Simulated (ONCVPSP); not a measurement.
Configuration tests for chlorine (Cl) (ONCV)

Cl (Z = 17), optimised norm-conserving Vanderbilt (ONCV), made with ONCVPSP 4.0.1 (PBE, non-relativistic). Core [Ne], reference 3s2 3p3.5 (charge +1.5). Waves: 3s: rc 1.15 bohr, ncon 4, nbas 8, qcut 7.3 1/bohr, 2 projectors, debl 1.4 Ha; 3p: rc 1.05 bohr, ncon 5, nbas 9, qcut 7.5 1/bohr, 2 projectors, debl 2.6 Ha; d scattering state at 0.28 Ha: rc 0.95 bohr, ncon 3, nbas 7, qcut 9.7 1/bohr, 1 projector. Local part: polynomial inside 0.65 bohr (lpopt 5, dvloc0 0 Ha). Core correction: Teter function, fcfact 6, rcfact 1.2.

In the s channel the program set the typed energies aside and used -1.402, 0.250 Ha.

Energies are relative to the spin-unpolarised reference configuration 3s2 3p3.5; without spin polarisation the order of configurations can differ from experiment.

```tsv
valence configuration	charge	ΔE all-electron (eV)	error AE − PS (meV)
3s2 3p5	0	-25.087	+1.2
3s2 3p4	+1	-11.197	+0.3
3s1 3p6	0	-13.114	+5.5
```

Q: What are ΔE and the potential's error for 3s2 3p3?

A: ΔE = 14.262 eV all-electron; the error (AE − PS) is +0.7 meV.

Levels in the configuration 3s2 3p4:

```json
{"level": "3s", "all-electron (eV)": "-31.917", "pseudo (eV)": "-31.918"}
{"level": "3p", "all-electron (eV)": "-19.438", "pseudo (eV)": "-19.439"}
```

Note: ghosts flagged at negative energy: s at -306.4 eV, p at -154.8 eV; GHOST(+) flagged for s at 156.4 eV. A true bound ghost makes a file unfit for plane-wave use.
